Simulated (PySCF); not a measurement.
Species: C8H7FO2.
Bonds: C1–O2, O2–C3, C3–C4 (aromatic), C4–C5 (aromatic), C5–C6 (aromatic), C6–C7 (aromatic), C7–C8, C8–O9 (double), C8–F10, C7–C11 (aromatic), C3–C11 (aromatic). Hydrogens: H12, H13, H14 on C1; H15 on C4; H16 on C5; H17 on C6; H18 on C11.

Method: PBE0-D3(BJ)/def2-SVP geometry optimisation, gas phase in PySCF; density fitting, grid level 1; the optimiser is geomeTRIC in internal coordinates, started from a GFN2-xTB structure with every atom displaced at random (about 0.01 Å).

Geometry at step 6:
```
atom  x, y, z in Å
C1      2.8436   -0.6038    0.2338
O2      2.1656    0.5124   -0.2777
C3      0.8213    0.5162   -0.2582
C4      0.1982    1.6636   -0.7774
C5     -1.1857    1.7626   -0.7982
C6     -1.9823    0.7268   -0.3081
C7     -1.3614   -0.4116    0.2067
C8     -2.1324   -1.5462    0.7546
O9     -1.6718   -2.5083    1.2755
F10    -3.4616   -1.3810    0.6546
C11     0.0358   -0.5242    0.2367
H12     3.9152   -0.4008    0.1164
H13     2.6237   -0.7603    1.3043
H14     2.5908   -1.5248   -0.3195
H15     0.8337    2.4656   -1.1572
H16    -1.6529    2.6627   -1.2038
H17    -3.0697    0.7960   -0.3239
H18     0.4664   -1.4329    0.6568
```

**Question.** What forces act on the atoms?

**Answer.** 
| atom | Fx (eV/Å) | Fy (eV/Å) | Fz (eV/Å) |
| --- | --- | --- | --- |
| C1 | -0.006 | 0.005 | 0.007 |
| O2 | -0.004 | -0.025 | 0.000 |
| C3 | 0.019 | 0.027 | -0.001 |
| C4 | -0.045 | -0.031 | 0.018 |
| C5 | -0.003 | 0.036 | -0.014 |
| C6 | 0.011 | -0.031 | -0.022 |
| C7 | -0.083 | 0.068 | -0.111 |
| C8 | 0.146 | 0.173 | 0.210 |
| O9 | -0.211 | -0.169 | -0.054 |
| F10 | 0.176 | -0.061 | -0.047 |
| C11 | 0.013 | 0.003 | 0.019 |
| H12 | 0.002 | 0.002 | 0.001 |
| H13 | -0.004 | -0.002 | -0.002 |
| H14 | -0.001 | -0.003 | -0.001 |
| H15 | 0.002 | 0.004 | -0.002 |
| H16 | -0.003 | 0.002 | 0.000 |
| H17 | -0.010 | 0.001 | 0.004 |
| H18 | 0.001 | 0.001 | -0.005 |

The largest, 0.31 eV/Å, acts on C8; the rms over all components is 0.067 eV/Å. The forces sum to zero within rounding, as they must for an isolated molecule in no field.

**Question.** Give the force on C8 in Eh/bohr and in nN.

**Answer.** 0.308 eV/Å ÷ 51.422 = 0.00599 Eh/bohr, and 0.308 eV/Å × 1.602 = 0.49 nN.

**Question.** How far is this geometry from the end of the optimisation?

**Answer.** 0.007 eV above it, and 0.017 Å rms away after alignment. The bonds farthest from their final lengths, with half the difference of the two atoms' forces along the bond (positive lengthens):

| bond | now (Å) | final (Å) | force along bond (eV/Å) |
| --- | --- | --- | --- |
| C8–F10 | 1.343 | 1.341 | -0.02 |

The angle farthest from its final value is C7–C8–O9, 125.6° against 127.2°.

What follows is the cost of the whole optimisation. Time: 4.4 min of wall time; peak memory 0.83 GiB. Hardware: one thread, Arm Neoverse V1 (aarch64), shared host with 32 logical CPUs at a one-minute load of 19.
